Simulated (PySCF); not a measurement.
C₆H₅F₂NO.
SMILES with atom numbers: `[N:1]#[C:2][C:3]([F:4])([F:5])[C@@H:6]1[CH2:7][CH:8]=[CH:9][O:10]1` (hydrogens: H11 on C6; H12, H13 on C7; H14 on C8; H15 on C9)

Structure optimised with GFN2-xTB, isolated species.

(1) What internal coordinates does the optimisation give?

Results:

(1) 
```csv
bond,length (bohr)
N1≡C2,2.155
C2–C3,2.768
C3–F4,2.578
C3–F5,2.563
C3–C6,2.930
C6–C7,2.914
C7–C8,2.843
C8=C9,2.500
C9–O10,2.588
C6–O10,2.678
C6–H11,2.070
C7–H12,2.063
C7–H13,2.063
C8–H14,2.021
C9–H15,2.028
```

A selection of angles:
```csv
angle,degrees
N1–C2–C3,177.9
C2–C3–F4,109.9
C2–C3–F5,110.3
C2–C3–C6,111.1
F4–C3–F5,105.6
F4–C3–C6,109.3
F5–C3–C6,110.5
C3–C6–C7,111.2
C3–C6–O10,108.7
C3–C6–H11,106.7
C7–C6–O10,107.3
C7–C6–H11,114.0
O10–C6–H11,108.9
C6–C7–C8,101.0
C6–C7–H12,112.1
C6–C7–H13,111.7
C8–C7–H12,112.5
C8–C7–H13,111.6
H12–C7–H13,107.9
C7–C8–C9,109.0
C7–C8–H14,123.5
C9–C8–H14,127.5
C8–C9–O10,114.4
C8–C9–H15,131.1
O10–C9–H15,114.5
C6–O10–C9,107.6
```

Dihedral angles: C2–C3–C6–C7 61° (synclinal); C3–C6–C7–C8 -111° (anticlinal); C6–C7–C8–C9 -5° (synperiplanar); C7–C8–C9–O10 0° (synperiplanar); C8–C9–O10–C6 5° (synperiplanar); C3–C6–O10–C9 112° (anticlinal).

The C–O distances run from 1.369 Å (C9–O10, drawn single) to 1.417 Å (C6–O10, drawn single), a spread of 0.048 Å. Of the pairs four or more bonds apart, C2···H12 is among the closest relative to their van der Waals radii: 2.76 Å, 95 % of the sum of Bondi's values. The 5 C–C bonds span 1.323 Å (C8=C9, drawn double) to 1.550 Å (C3–C6, drawn single), a spread of 0.227 Å. The 5-membered ring C6–C7–C8–C9–O10 has internal angles of 101.0° to 114.4°; it is slightly puckered (a soft mode that the optimisation may not have finished), 0.03 Å rms from its mean plane, widest ring torsion 8°.

Point group: C1 (no symmetry element, even within 0.4 Å). No GFN2-xTB frequencies stand behind this structure, so it isn't proved a minimum. The numbers are those of one conformer.

These are computed values.
